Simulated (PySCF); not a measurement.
Input of a response calculation (the driver script's job line, then coordinates in Å):

```
{"job": {"kind": "uv", "xc": "PBE0", "basis": "def2-SVPD", "nstates": 6, "ntriplets": 2}, "charge": 0, "multiplicity": 1}
C      3.344266     0.066588    -0.110602
C      2.145942    -0.010262    -0.087068
C      0.740596    -0.052115    -0.045159
C     -0.056015    -1.097382    -0.317552
C     -1.504612    -0.779613    -0.170310
C     -1.530150     0.688001     0.260138
C     -0.076236     1.130733     0.326400
O      0.314923     2.230170     0.622599
H      4.391346     0.124805    -0.133927
H      0.280936    -2.076334    -0.615159
H     -1.967455    -1.437560     0.569366
H     -2.029011    -0.943687    -1.114932
H     -1.989887     0.831070     1.238471
H     -2.065322     1.325114    -0.444431
```

Computed, not measured: TDDFT PBE0/def2-SVPD, vertical, gas phase, core orbitals frozen in the response in PySCF. Job line and output are in the format of a driver script around the code.

Q: Give the output without the SCF cycles.

A: 
```
converged SCF energy = -344.8567341724

Static polarisability (au): isotropic 83.380, principal 52.168 80.639 117.332

Singlet excitations
state   eV       nm        f      main configurations
  1   3.7840    327.7   0.00024   H->L 0.93
  2   5.0181    247.1   0.18138   H-1->L 0.93
  3   5.0509    245.5   0.00004   H-2->L 0.82, H->L+1 0.13
  4   5.7079    217.2   0.00013   H->L+1 0.80, H-2->L 0.15
  5   6.1921    200.2   0.09965   H-1->L+1 0.78, H->L+3 0.10
  6   6.4198    193.1   0.00001   H-1->L+3 0.79, H-1->L+2 0.10

Triplet excitations (Tamm-Dancoff, eV): 3.1654 3.3579
```

Isolated species at its GFN2-xTB geometry, gas phase.

H and L stand for HOMO and LUMO.
